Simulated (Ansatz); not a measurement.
`CC[SiH](F)[SiH3]` + HI → `CC[SiH](F)I` + SiH₄  (cleavage of the Si–Si bond)

Program: Ansatz. Geometries: PBE0-D4/def2-TZVP. ΔE: electronic, gas phase. CBS: MP2 limit from def2 TZ/QZ plus the TZ coupled-cluster correction, frozen cores. This one scheme is used for every species. Functionals use def2-TZVPP. def2 core potentials past Kr. For I outer-core shells are correlated without core-valence functions, which leaves a few kJ/mol of doubt a bond. One conformer a species, not always the lowest.

| level | ΔE (kJ/mol) |
| --- | --- |
| PBE0-D4 | -96.4 |
| ωB97M-V | -106.4 |
| B2PLYP | -103.4 |
| PBE | -89.7 |
| CCSD(T)/def2-TZVPP | -99.4 |
| SCS-MP2/def2-QZVPP | -114.6 |
| MP2/CBS(def2) | -122.3 |
| CCSD/CBS(def2) | -106.5 |

What does CCSD(T)/CBS give? (Best estimate.)

Ansatz gave: -106.6 kJ/mol. The listed levels differ from it by 10.2, 0.2, 3.2, 16.9, 7.2, -8.0, -15.7, 0.1 kJ/mol.

Largest T1 diagnostic among the species: 0.011.

From PBE to PBE0 (25 % exact exchange), in def2-TZVPP and without D4, ΔE moves by −5.5 kJ/mol.
